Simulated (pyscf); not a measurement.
PySCF, gas phase, ωB97X-D3(BJ)/def2-SVP geometries.

Problem. For the elementary gas-phase step F–SiH(F)–SiH₂• → F–SiH•–SiH₂–F (doublet surface; F–Si broken, F–Si formed), what barrier and reaction energy does M06-2X/def2-TZVP give, measured from the reactant's lowest minimum found?

Solution. ΔE‡ = 186.8 kJ/mol, ΔE = +42.3 kJ/mol. ωB97M-D3(BJ)/def2-TZVP gives 176.8 kJ/mol and +40.8 kJ/mol. Zero-point energy shifts the barrier by -4.1 kJ/mol. It is a group migration, with an imaginary mode of 244i cm⁻¹. One saddle was located; it need not be the lowest between these sides.
